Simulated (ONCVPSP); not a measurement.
terbium, ONCV: configuration errors across variants

- Element: terbium (Tb)
- Generator: ONCVPSP 4.0.1
- Type: optimised norm-conserving Vanderbilt (ONCV)
- Functional: PBEsol
- Relativity: scalar-relativistic
- Frozen core: [Kr] 4d10 4f8
- Valence charge: 11
- Reference configuration: 5s2 5p6 5d1 6s1.5 6p0.5
- Partial waves: 5s+6s: rc 1.70 bohr, ncon 3, nbas 6, qcut 5.6 1/bohr, 3 projectors, debl 0.4 Ha; 5p+6p: rc 2.70 bohr, ncon 4, nbas 8, qcut 4.3 1/bohr, 2 projectors; 5d: rc 3.25 bohr, ncon 4, nbas 8, qcut 5.7 1/bohr, 2 projectors, debl 3.2 Ha; f scattering state at 0.1 Ha: rc 3.40 bohr, ncon 4, nbas 9, qcut 3.5 1/bohr, 2 projectors, debl 2.5 Ha
- Local potential: polynomial inside 1.55 bohr (lpopt 5, dvloc0 0 Ha)
- Core correction: Teter function, fcfact 3.5, rcfact 1.7

All-electron excitation energies from the reference (eV): (1) 5s2 5p6 5d1 6s2 6p0 -1.469; (2) 5s2 5p6 5d1 6s1 6p0 5.302; (3) 5s2 5p6 5d1 6s0 6p0 17.512; (4) 5s2 5p6 5d1 6s1 6p1 1.503.

2 further variants failed, have other tests or too few solved ones, and are left out.

A true bound ghost makes a file unfit for plane-wave use even where its test errors are small: the radial tests pick states by their node count and pass the ghost by.

Errors AE − PS in meV (a dash: test not solved or not reliable):

```
     change   (1)   (2)   (3)   (4)  bound ghosts  GHOST(+) flags above zero
       base  +0.2  -2.2  -9.6  -0.5          none                       s, f
s: qcut 3.6  +0.1  -2.4   -13  -0.6             s                       s, f
s: qcut 5.7  +0.2  -2.2  -9.4  -0.5          none                       s, f
s: qcut 6.1  +0.2  -2.2  -9.1  -0.4          none                       s, f
```

Task: Give the same row for: s: qcut 4.4.

Result: +0.1, -2.3, -12, -0.6; bound ghosts: s; GHOST(+) flags above zero: s, f.
